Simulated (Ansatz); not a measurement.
Si(H)2(Me)(NCO) (C₂H₅NOSi), SMILES C[SiH2]N=C=O.

Geometry optimised at ωB97X-D3(BJ)/def2-SVP. The values are those of a single conformer.

Two levels are set side by side: PBE/def2-SVPD (Ansatz, a quantum-chemistry and plane-wave program) and CAM-B3LYP/def2-SVPD (Ansatz). Energy differences of separate SCF runs at the same geometry; the states with an electron removed or added have multiplicity 2 and 2. Differences are taken from unrounded values.

| quantity | CAM-B3LYP |
|---|---|
| vertical ionisation energy (eV) | 10.79 |
| vertical singlet–triplet gap (eV) | 6.74 |

Question: What does PBE give, and how far is it from CAM-B3LYP? (The exact figures need the calculation; the answer reports its results.)

Answer: 
```csv
quantity,PBE,PBE minus CAM-B3LYP
vertical ionisation energy (eV),10.17,-0.62
vertical singlet–triplet gap (eV),6.34,-0.40
```
